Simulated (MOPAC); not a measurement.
MOPAC input (AM1):

```
AM1 FORCE THERMO(298,298) PRECISE LET GEO-OK AUX(PRECISION=9) THREADS=1
CH6BNO2

C     1.83014634 1    0.71144197 1    0.12282831 1
N     0.79068126 1   -0.16761346 1    0.53707012 1
B    -0.49530859 1   -0.20238524 1   -0.02579737 1
O    -1.47841760 1   -1.11090819 1    0.28972696 1
O    -1.02476578 1    0.66161514 1   -0.95129157 1
H     2.64109650 1    0.73011417 1    0.89918921 1
H     2.28637467 1    0.39411827 1   -0.85611426 1
H     1.43210357 1    1.75535604 1    0.00243817 1
H     1.05000713 1   -0.94902987 1    1.07707938 1
H    -1.13178506 1   -1.69605037 1    0.96563015 1
H    -0.33952510 1    1.29218689 1   -1.18188203 1
```

From the output:

```
     H   11   0.006067   0.037995   0.014251   0.053456   7.037489

          HEAT OF FORMATION =    -181.751641 KCALS/MOLE

          ZERO POINT ENERGY      55.612 KCAL/MOL

           NORMAL COORDINATE ANALYSIS (Total motion = 1 Angstrom)

   Root No.       1         2         3         4         5         6         7         8

                 1 A       2 A       3 A       4 A       5 A       6 A       7 A       8 A

                  83.0     109.2     260.9     301.4     348.7     429.8     480.7     578.9

           1    0.0037   -0.0028    0.0111   -0.0062    0.0007    0.0016   -0.0623   -0.0519
           2    0.0145   -0.0114    0.0572   -0.0451    0.0025   -0.0059   -0.0228   -0.0155
           3   -0.0182   -0.0697   -0.0043    0.0022    0.0020    0.0004   -0.0010    0.0001
           4    0.0041   -0.0052    0.0151   -0.0053   -0.0013    0.0024   -0.0511   -0.0391
           5   -0.0058    0.0133   -0.0358    0.0065    0.0106   -0.0066   -0.0346    0.0684
           6    0.0042    0.1153   -0.0162   -0.0234    0.0149   -0.0287   -0.0030   -0.0201
           7    0.0029   -0.0003    0.0084   -0.0127    0.0030   -0.0049   -0.0021    0.0631
           8   -0.0050    0.0024   -0.0203    0.0233   -0.0026    0.0053   -0.0576    0.0075
           9    0.0037    0.0205    0.0068    0.0013   -0.0058    0.0133    0.0066    0.0116
          10    0.0035    0.0068    0.0049   -0.0123    0.0011   -0.0045    0.0023    0.0856
          11    0.0022   -0.0050    0.0216   -0.0182    0.0004   -0.0035    0.1102    0.0000
          12   -0.0154   -0.0618    0.0039    0.0107    0.0403   -0.0199   -0.0076    0.0041
          13   -0.0122    0.0011   -0.0315    0.0312   -0.0037    0.0079    0.0924   -0.0417
          14   -0.0072    0.0030   -0.0347    0.0354   -0.0078    0.0065   -0.0306   -0.0373
          15    0.0269    0.0128   -0.0026   -0.0009   -0.0417   -0.0192    0.0074   -0.0019
          16   -0.0100    0.0467   -0.0535    0.0419   -0.0010    0.0002   -0.0669    0.0522
          17   -0.0501   -0.0002    0.0965   -0.0734    0.0015   -0.0094   -0.0254   -0.0605
          18    0.2422   -0.1800   -0.0600    0.0357    0.0108    0.0150    0.0132    0.0105
          19   -0.0072   -0.1289    0.0194   -0.0210    0.0082    0.0128   -0.0616   -0.0691
          20    0.2879   -0.0827    0.0346   -0.0360    0.0086    0.0008   -0.0103   -0.0649
          21   -0.0960   -0.1035    0.0054   -0.0062    0.0037    0.0039   -0.0045    0.0053
          22    0.0301    0.0756    0.0672   -0.0337   -0.0051   -0.0039   -0.0575   -0.1441
          23   -0.1718    0.0295    0.1178   -0.0858    0.0001   -0.0116   -0.0287   -0.0673
          24   -0.2164   -0.0703    0.0268   -0.0210    0.0014   -0.0014   -0.0080    0.0016
          25   -0.0021   -0.0092   -0.0447   -0.0089    0.0232   -0.0085   -0.0685   -0.0655
          26   -0.0090    0.0040    0.0163    0.0917   -0.0466    0.0254   -0.0472    0.0772
          27    0.0011    0.0835    0.2701    0.2867   -0.2303    0.1053   -0.0156    0.0701
          28    0.0088    0.0024    0.0388   -0.0206    0.0234   -0.0338    0.1337    0.0590
          29    0.0029   -0.0056    0.0245   -0.0349   -0.0114    0.0098    0.1572   -0.0091
          30   -0.0317   -0.0478   -0.1295   -0.2131   -0.2767    0.3600   -0.0185    0.0153
          31   -0.0132   -0.0049   -0.0356    0.0272   -0.0294   -0.0194    0.0933   -0.0442
          32   -0.0195    0.0116   -0.0488    0.0633    0.0151    0.0425    0.0623   -0.1305
          33    0.0367    0.1056    0.0688    0.0495    0.3442    0.3900    0.0200    0.0173

   Root No.       9        10        11        12        13        14        15        16

                 9 A      10 A      11 A      12 A      13 A      14 A      15 A      16 A

                 630.2     929.4    1112.2    1152.9    1250.7    1294.2    1370.6    1374.5

           1    0.0069   -0.0489    0.0006    0.0032    0.0085    0.0143   -0.0146   -0.0061
           2    0.0014   -0.0353   -0.0019    0.0523    0.0135   -0.0054   -0.0210   -0.0072
           3   -0.0089    0.0025   -0.0659    0.0029   -0.0047   -0.0009    0.0125   -0.0352
           4    0.0086   -0.0136    0.0033    0.0061   -0.0048   -0.0163    0.0150    0.0116
           5   -0.0073   -0.0940   -0.0008   -0.0398   -0.0118    0.0258   -0.0085   -0.0057
           6   -0.0627    0.0063    0.0300    0.0012    0.0018   -0.0036    0.0017   -0.0001
           7   -0.0276    0.0168    0.0001    0.0068   -0.0746   -0.0388   -0.0099    0.0041
           8    0.0264    0.0261   -0.0048   -0.0240    0.0223   -0.0608    0.0043    0.0050
           9    0.3226   -0.0017    0.0037    0.0007   -0.0085    0.0043   -0.0004    0.0004
          10   -0.0002    0.0830    0.0001    0.0011    0.0643    0.0157    0.0024   -0.0042
          11   -0.0062   -0.0052   -0.0004   -0.0036    0.0154   -0.0211   -0.0021   -0.0020
          12   -0.0627    0.0072   -0.0006    0.0006    0.0041    0.0018    0.0002   -0.0003
          13    0.0051   -0.0317   -0.0009   -0.0085   -0.0063   -0.0211    0.0023    0.0003
          14   -0.0034    0.0931    0.0073    0.0364   -0.0450    0.0183   -0.0018   -0.0019
          15   -0.0669   -0.0097   -0.0004   -0.0034    0.0035   -0.0031    0.0001    0.0001
          16   -0.0040   -0.2553   -0.1034    0.2798    0.0939    0.0478    0.0797    0.0348
          17    0.0038    0.0518   -0.0030   -0.0684   -0.0281   -0.0147    0.0222   -0.0955
          18    0.0013   -0.0106    0.1008    0.0065    0.0230    0.0043   -0.2178    0.2806
          19    0.0296   -0.0325    0.3670   -0.0889    0.0107    0.0616   -0.0238   -0.1811
          20    0.0098    0.0495    0.0009   -0.0879   -0.0108    0.0274    0.3079    0.0078
          21   -0.0024   -0.0130    0.1059   -0.0031    0.0040    0.0106   -0.0845   -0.0849
          22   -0.0048    0.0981   -0.2661   -0.1900   -0.0301    0.0838   -0.1889   -0.0155
          23    0.0009    0.0467    0.0020   -0.0811    0.0036    0.0375    0.0255    0.2413
          24   -0.0050   -0.0002    0.0967   -0.0124    0.0112    0.0037    0.1210    0.2272
          25   -0.0021   -0.0269   -0.0482   -0.1190    0.0081    0.0559    0.1092    0.0713
          26   -0.0429   -0.1082   -0.0234   -0.1113   -0.0056    0.0667    0.0426    0.0262
          27   -0.1538   -0.0310    0.0429   -0.0082   -0.0010    0.0119    0.0020   -0.0031
          28   -0.0119    0.0248    0.0079    0.0478   -0.2377    0.3246    0.0203    0.0180
          29   -0.0150   -0.0259    0.0023    0.0127   -0.0916    0.0948    0.0054    0.0060
          30   -0.1377    0.0023   -0.0016    0.0015   -0.0094    0.0204    0.0019    0.0013
          31    0.0093   -0.0314   -0.0007   -0.0078   -0.0006   -0.0157    0.0008    0.0007
          32   -0.0019    0.0377   -0.0031    0.0026    0.3660    0.1889   -0.0196   -0.0120
          33   -0.1268   -0.0062   -0.0005    0.0008   -0.0254   -0.0165    0.0039   -0.0005

   Root No.      17        18        19        20        21        22        23        24

                17 A      18 A      19 A      20 A      21 A      22 A      23 A      24 A

                1390.7    1442.5    1501.7    1562.4    1614.0    2982.8    3009.8    3095.2

           1   -0.0318   -0.0328    0.1032   -0.0365    0.0327    0.0037    0.0022   -0.0230
           2    0.0312    0.0148    0.0059   -0.0055    0.0124   -0.0070   -0.0519   -0.0048
           3   -0.0013   -0.0062   -0.0003    0.0013   -0.0043   -0.0520    0.0076   -0.0055
           4    0.0437   -0.0209   -0.0684    0.0334   -0.0807    0.0008   -0.0000   -0.0029
           5   -0.0103   -0.0197   -0.0111   -0.0077   -0.0527    0.0001   -0.0003   -0.0008
           6    0.0031    0.0024    0.0001    0.0015    0.0050   -0.0011   -0.0001   -0.0000
           7   -0.0240   -0.0254   -0.0763   -0.0430    0.0993   -0.0002    0.0005    0.0004
           8    0.0102    0.0058    0.0280    0.1103    0.0804   -0.0003   -0.0000    0.0004
           9   -0.0009   -0.0010   -0.0068   -0.0131    0.0032   -0.0001   -0.0001   -0.0000
          10    0.0028    0.0137    0.0318   -0.0008   -0.0330    0.0000   -0.0000    0.0000
          11   -0.0080    0.0037   -0.0008   -0.0207   -0.0101    0.0000    0.0000    0.0000
          12    0.0004    0.0007    0.0022    0.0009   -0.0020   -0.0000    0.0000    0.0000
          13    0.0025    0.0095    0.0170    0.0136   -0.0095   -0.0000    0.0001   -0.0001
          14   -0.0087    0.0061    0.0007   -0.0386   -0.0269    0.0001    0.0001   -0.0000
          15    0.0007    0.0001    0.0011    0.0042    0.0012    0.0000    0.0000   -0.0000
          16   -0.1382    0.1798   -0.0947    0.0603    0.0498    0.0545    0.1491    0.1186
          17    0.0536   -0.0637    0.0613   -0.0347   -0.0021    0.1388    0.3764    0.3429
          18    0.0239    0.0095    0.0170   -0.0041   -0.0113    0.0092    0.1133    0.0914
          19   -0.0990    0.1419   -0.0969    0.0451    0.0342   -0.2043   -0.0318    0.0889
          20   -0.1424   -0.0092   -0.0242    0.0159   -0.0112    0.1318   -0.0069   -0.0658
          21    0.0125    0.0672   -0.0585    0.0233    0.0110    0.4758    0.0851   -0.2404
          22   -0.1397    0.1213   -0.1111    0.0646   -0.0351    0.0955   -0.1492    0.1040
          23   -0.1093    0.0490   -0.0467    0.0287   -0.0249   -0.1843    0.2627   -0.2182
          24   -0.0750   -0.0409    0.0399   -0.0088   -0.0110    0.1535   -0.2906    0.2175
          25    0.2350    0.1725   -0.0066   -0.2082    0.1806    0.0002    0.0008   -0.0026
          26    0.0935    0.0840    0.0201   -0.1338    0.0854   -0.0009   -0.0121    0.0054
          27   -0.0043   -0.0077   -0.0008   -0.0060   -0.0185   -0.0024    0.0050   -0.0019
          28    0.0863   -0.0337    0.0698    0.2617    0.1148   -0.0001   -0.0001    0.0002
          29    0.0249   -0.0118    0.0198    0.0845    0.0413   -0.0002   -0.0000    0.0001
          30    0.0066   -0.0013    0.0047    0.0154    0.0063   -0.0002   -0.0000    0.0000
          31    0.0009    0.0040    0.0041    0.0057   -0.0026    0.0002   -0.0020    0.0017
          32    0.0071   -0.1696   -0.2453   -0.0302    0.2206   -0.0003    0.0015   -0.0002
          33    0.0006    0.0120    0.0198    0.0021   -0.0168   -0.0005   -0.0003    0.0002

   Root No.      25        26        27

                25 A      26 A      27 A

                3522.9    3528.8    3542.9

           1    0.0004    0.0000    0.0016
           2   -0.0001    0.0000   -0.0019
           3    0.0002   -0.0000    0.0009
           4   -0.0002   -0.0019    0.0267
           5    0.0001    0.0034   -0.0490
           6   -0.0001   -0.0010    0.0135
           7   -0.0036    0.0024    0.0001
           8    0.0032   -0.0010   -0.0022
           9   -0.0005    0.0002    0.0007
          10   -0.0028    0.0144    0.0014
          11    0.0097   -0.0417   -0.0036
          12   -0.0005    0.0026    0.0002
          13   -0.0461   -0.0108   -0.0012
          14   -0.0004    0.0004    0.0007
          15   -0.0030   -0.0007   -0.0002
          16   -0.0000   -0.0005    0.0038
```
